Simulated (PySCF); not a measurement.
Be(Br)(iPr) (C3H7BeBr), SMILES C[CH](C)[Be][Br].

Coordinates come from a ωB97X-D3(BJ)/def2-SVP optimisation. The structure was generated by enumeration; whether it is a known compound was not checked. One conformer was computed; it need not be the lowest.

All values below come from C-PCM-ωB97X/def2-SVP in PySCF.

The values are the electrostatic part of the solvation free energy, E(continuum) − E(gas) at the gas-phase geometry, in a cavity of scaled van der Waals radii (PySCF's table); cavitation and dispersion terms are not included. A continuum can't describe solvent molecules that bind to the metal. In vacuum the orbital gap is 12.05 eV. The dipole moment in vacuum is 1.10 D.

Computed values in water (ε = 78.36), toluene (ε = 2.37), tetrahydrofuran (ε = 7.43):
```json
[
 {"solvent": "water", "ε": "78.36", "ΔG(elec) (kcal/mol)": "-3.9", "dipole (D)": "1.32", "gap (eV)": "12.17"},
 {"solvent": "toluene", "ε": "2.37", "ΔG(elec) (kcal/mol)": "-2.1", "dipole (D)": "1.23", "gap (eV)": "12.12"},
 {"solvent": "tetrahydrofuran", "ε": "7.43", "ΔG(elec) (kcal/mol)": "-3.4", "dipole (D)": "1.29", "gap (eV)": "12.16"}
]
```
